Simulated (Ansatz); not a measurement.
Geometry optimisation, RKS BLYP/def2-SVP (Ansatz).

Input:

```yaml
crystal:
  periodic: [false, false, false]
  atoms:
    - { symbol: Sn, position_ang: [0.062481, -0.137398, -0.923311] }
    - { symbol: Cl, position_ang: [1.847092, -0.096323, 2.211383] }
    - { symbol: H, position_ang: [2.285957, 0.184874, 0.975903] }
    - { symbol: O, position_ang: [-1.09257, 1.545438, -0.863754] }
    - { symbol: H, position_ang: [-2.015022, 1.345708, -0.602052] }
    - { symbol: H, position_ang: [-1.280038, -1.2941, -0.478168] }
basis:
  gaussian: { orbitals: def2-SVP }
hamiltonian:
  xc: blyp
relax:
  f_tol: 0.03
  max_steps: 50
output:
  orbitals: {}
```

Run as:

```bash
$ ansatz run input.yaml --threads 1 --pin off --max-ram 2048MiB --backend cpu --events-out ev --progress --plain --runs-dir out
```

Question: Where does it end, and by what steps?

Answer: The forces met the threshold. The force dipped under the threshold on the way, but the program's further checks kept it going. After 18 steps the energy has fallen by 0.085 eV; Cl2 moved furthest, 0.63 Å.

| step | energy less start (eV) | largest force component (eV/Å) | accepted |
| --- | --- | --- | --- |
| 0 | 0.0000 | 0.873 | yes |
| 1 | -0.0009 | 1.044 | yes |
| 2 | -0.0134 | 0.767 | yes |
| 3 | 0.0283 | 1.584 | no |
| 4 | -0.0464 | 0.408 | yes |
| 5 | -0.0642 | 0.185 | yes |
| 6 | -0.0710 | 0.097 | yes |
| 7 | -0.0721 | 0.085 | yes |
| 8 | -0.0815 | 0.053 | yes |
| 9 | -0.0815 | 0.212 | yes |
| 10 | -0.0816 | 0.206 | yes |
| 11 | -0.0686 | 0.658 | no |
| 12 | -0.0844 | 0.007 | yes |
| 13 | -0.0841 | 0.167 | no |
| 14 | -0.0848 | 0.035 | yes |
| 15 | -0.0849 | 0.088 | yes |
| 16 | -0.0850 | 0.098 | yes |
| 17 | -0.0854 | 0.044 | yes |
| 18 | -0.0855 | 0.028 | yes |

```xyz
6
Properties=species:S:1:pos:R:3
Sn 0.001 -0.265 -1.179
Cl 1.477 -0.298 1.743
H 2.402 0.541 1.372
O -1.009 1.501 -0.919
H -1.833 1.363 -0.408
H -1.231 -1.293 -0.289
```

Whether the end is a true minimum wasn't checked by a vibrational analysis.

The run took 38 s on 1 thread of Arm Neoverse V1 (shared host), peak memory 0.14 GiB.
